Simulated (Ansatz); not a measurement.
Consider the isomerisation: `CO[SiH](Cl)O[SiH3]` → `CO[Si](O)([SiH3])Cl`.

Program: Ansatz. Geometries: PBE0-D4/def2-TZVP. ΔE: electronic, gas phase. CBS: MP2 limit from def2 TZ/QZ plus the TZ coupled-cluster correction, frozen cores. One conformer a species, not always the lowest.

| species | SCS-MP2/def2-QZVPP energy (Eh) |
| --- | --- |
| `CO[SiH](Cl)O[SiH3]` | -1230.56575 |
| `CO[Si](O)([SiH3])Cl` | -1230.51891 |

Task: Work out ΔE.

Result: ΔE = (-1230.51891) − (-1230.56575) = 0.04684 Eh = +29.4 kcal/mol. CCSD(T)/CBS gives +26.2 kcal/mol.

Largest T1 diagnostic among the species: 0.012.

In def2-TZVPP, CCSD(T) changes the Hartree–Fock value by −7.2 kcal/mol (the triples alone add −1.1 kcal/mol) and MP2 by −5.6 kcal/mol. From PBE to PBE0 (25 % exact exchange), in def2-TZVPP and without D4, ΔE moves by +2.5 kcal/mol.
